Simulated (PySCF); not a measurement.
**Electron correlation in Mo(2+) (molybdenum, charge +2)**

[Kr] 4d3 5s1, 5s spin antiparallel (an excited configuration). Computed with PySCF 2.14 in aug-cc-pVTZ-PP with one added diffuse shell each of s, p, d, f, g type with ECP28MDF (7s7p6d4f3g, 113 functions), with scalar relativity through the core potential. Frozen: 4s2 4p6; 4 electrons correlated.

MP2 pair energies summed by pair of shells (mhartree):

| pair | energy | share (%) |
| --- | --- | --- |
| 4d-5s | -22.42 | 59.4 |
| 4d-4d | -15.31 | 40.6 |

Total MP2 correlation energy: -37.73 mhartree.

Same-spin part -15.31 and opposite-spin part -22.42 mhartree; SCS-MP2 scales them by 1/3 and 6/5 to -32.01 mhartree.
